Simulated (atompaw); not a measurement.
Ag: one change to a PAW (atompaw) potential, before and after

| Property | Result |
| --- | --- |
| Element | silver (Ag) |
| Generator | atompaw 4.2.0.5 |
| Type | PAW |
| Functional | PBE |
| Relativity | scalar-relativistic |
| Frozen core | [Ar] 3d10 |
| Valence charge | 19 |
| Reference configuration | 4s2 4p6 4d10 5s1 5p0 |
| Partial waves | 4s (bound): rc 1.05 bohr; 5s (bound): rc 2.00 bohr; 4p (bound): rc 1.35 bohr; 5p (bound, empty): rc 1.70 bohr; 4d (bound): rc 2.00 bohr; 4d channel at -0.25 Ry: rc 2.00 bohr |
| Local potential | bessel scheme, radius 1.50 bohr |
| Core correction | smooth core density matched at 1.75 bohr |
| Augmentation charge | gaussian compensation charge, radius 1.65 bohr; PAW radius 2.00 bohr; waves and projectors: custom rrkj vanderbiltortho |

Change: all radii scaled by about 1.14 (s 1.20, p 1.54, d 2.28 bohr); local potential bessel scheme, radius 1.70 bohr; augmentation gaussian compensation charge, radius 1.88 bohr; PAW radius 2.28 bohr; waves and projectors: custom rrkj vanderbiltortho; core correction smooth core density matched at 1.98 bohr.

Cutoffs: the cutoffs (Ry, on a coarse ladder) from which the occupation-weighted sum of valence levels, in a spherical-Bessel basis at the reference potential, stays within 10 and 1 mRy of its value at 400 Ry; they do not see the model core or the augmentation charge, which bear on the density cutoff.

What does the change do?

The potential gets softer (50 Ry and 110 Ry → 40 Ry and 70 Ry); neither file shows a bound ghost. A larger radius leaves more room for a smooth pseudo-wave, so fewer plane waves are needed.

```tsv
quantity	base	changed
cutoff, loose	50 Ry	40 Ry
cutoff, tight	110 Ry	70 Ry
loose cutoff by channel (10 mRy a level)	s 30 Ry, p 40 Ry, d 21 Ry	s 35 Ry, p 30 Ry, d 18 Ry
bound ghosts	none	none
lowest overlap eigenvalue by channel	s 0.43, p 0.08, d 1.00	s 0.37, p 0.07, d 1.00
```

 The cutoffs see the waves, projectors and local potential, not the compensation charge or the core.
